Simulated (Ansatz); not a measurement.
O, charge +1, quartet; HF/aug-cc-pVDZ run with Ansatz (an electronic-structure program).

Input for Ansatz:
Ansatz 0.2 input:
```yaml
crystal:
  periodic: [false, false, false]
  atoms:
    - {symbol: O, position_ang: [0.00000000, 0.00000000, 0.00000000]}
basis:
  gaussian:
    orbitals: aug-cc-pVDZ
hamiltonian:
  xc: hf
total_charge: 1
magnetization: {spin_polarized: true, initial_magnetization: 3}
```

The log (banner, timings and long lists left out):

```
Functional definition: HF
171 factors; their error is unknown
mean field evaluation 1: about -2023.1771 eV, gradient 3.9e0 eV
mean field evaluation 2: about -2023.2245 eV, gradient 6.3e-1 eV
mean field evaluation 4: about -2023.2268 eV, gradient 1.0e-1 eV
mean field evaluation 8: about -2023.2616 eV, gradient 1.1e-4 eV
mean field -2023.26157377 eV, -74.3534914202 hartree, gradient 1.5e-5 eV, S^2 3.755122; 0 other end points of the search recorded, 0 dependent functions left out
reference -2023.26157377 eV, -74.3534914202 hartree; 5, 2 occupied and 18, 21 virtual orbitals, 171 factors
Total energy: -2023.26157377 eV, -74.3534914202 hartree
```
